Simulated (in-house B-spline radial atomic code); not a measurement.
# Si7+: [He] 2s2 2p2 5s1 (an excited or competing configuration)

All numbers are computed (Dirac-Hartree-Fock, average of configuration; Fermi nucleus of rms radius 3.1224 fm) with an all-electron radial atomic-structure program (B-spline basis), not measured.

Screening seen three ways: the hydrogenic charge with the same mean radius, Z_r = [3n² - l(l+1)]/(2<r>), the one with the same energy, Z_e = n√(-2ε), and Slater's rules. Values are occupation-weighted means over j.

```tsv
shell	electrons	ε (eV)	<r> (bohr)	Z_r	Z_e	Slater
1s	2	-2152.6	0.1104	13.58	12.58	13.70
2s	2	-370.63	0.5048	11.89	10.44	11.25
2p	2	-340.7	0.4471	11.18	10.01	11.25
5s	1	-40.164	4.074	9.20	8.59	8.00
```

The least bound orbital is 5s1/2 at -40.16 eV, and it is also the most diffuse (<r> = 4.074 bohr).

Spin-orbit splittings of the orbital energies (j = l + 1/2 above j = l - 1/2 when positive): 2p 0.8849 eV.

For the 1s electron the small component carries 0.248 % of the norm, the zero-frequency Breit interaction raises the level by 1.06 eV, self-energy by 0.4819 eV, and vacuum polarisation lowers it by 0.02992 eV.
